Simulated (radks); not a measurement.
Results of a calculation; reference values are marked as such.
Numerical settings for neutral hydrogen, 1s1. Code: a radial shooting solver on a logarithmic mesh with Libxc functionals. Model: non-relativistic Kohn-Sham, LDA (Slater exchange, Perdew-Wang correlation), spin-polarised, spherical densities, point nucleus; open shells are filled with parallel spins first. The defaults (mesh step 0.008 in ln r, mesh end at 40 bohr or more with all orbitals vanishing there, Anderson mixing 0.5 over 9 steps, residual threshold near 1e-9 with the energy settled to 1e-9 hartree or 1e-11 of itself, here a cap of 58 iterations) give E = -0.4787 hartree and 1s at -7.320 eV in 13 iterations. Run on one thread of a shared host, so times are rough (Arm Neoverse V2): 0.03 s of CPU time, 0.03 s wall, 13 iterations on 2476 mesh points. Changes against that run (0 stands for a change within the tolerance of the run):

setting                     iterations         converged  E (mhartree)  e(1s) (meV)  CPU (s)
mesh step in ln r 0.003             13               yes             0            0     0.06
mesh step in ln r 0.012             13               yes             0            0     0.02
mesh step in ln r 0.02              13               yes             0            0     0.01
mesh end (bohr) 400                 13               yes             0            0     0.03
mesh end (bohr) 2                    9  level above zero          +401    +1.52e+04     0.01
residual threshold 1e-16            27               yes             0            0     0.05
residual threshold 1e-13            17               yes             0            0     0.03
mixing 2.5                          13               yes             0            0     0.03
linear mixing, mixing 0.8           14               yes             0            0     0.02
linear mixing, mixing 0.05          58                no      +0.00227         -295     0.09
mixing history 3                    13               yes             0            0     0.02
iteration cap 3                      3                no      +0.00176        +6.75     0.01

Settled on a wrong energy, with an occupied level pushed above zero by the early mesh end: mesh end (bohr) 2 (+0.401 hartree). Apart from these: no run marked as converged misses the energy by more than 1 mhartree. A mesh that ends early acts as a hard wall.
